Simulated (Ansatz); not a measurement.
Species: sum formula H₃SiO, charge -1, multiplicity 1. It need not be the lowest isomer of its formula. Whether it binds its extra electron was not tested at this geometry. 
Geometry from a B3LYP-D3(BJ)/def2-TZVP (Ansatz, a program for electronic structure) optimisation:
SMILES: [O-][SiH3]
```xyz
5

Si    -0.3912    -0.0039    -0.1429
O      1.0780     0.0108     0.3939
H     -0.7741    -1.1285    -1.1052
H     -1.5129    -0.1205     0.8893
H     -0.8602     1.2174    -0.9340
```
Charge -1, spin multiplicity 1.

Parts of the frozen-core correlation energy in cc-pV(D+d)Z (Ansatz, hartree). Frozen orbitals: 6; correlated occupied orbitals by spin: 7 and 7; virtual: 39 and 39. No spin-orbit coupling. Non-relativistic.

| term | value |
|---|---|
| reference (HF) | -365.55986 |
| MP2 opposite-spin | -0.23677 |
| MP2 same-spin | ___ |
| CCSD correlation | ___ |
| (T) | ___ |
| CCSDT minus CCSD(T) | -0.00071 |
| T1 diagnostic | 0.018 |
| largest doubles amplitude | 0.035 |

Complete the blanks.


- MP2 same-spin, value: -0.06999
- CCSD correlation, value: -0.32918
- (T), value: -0.00796
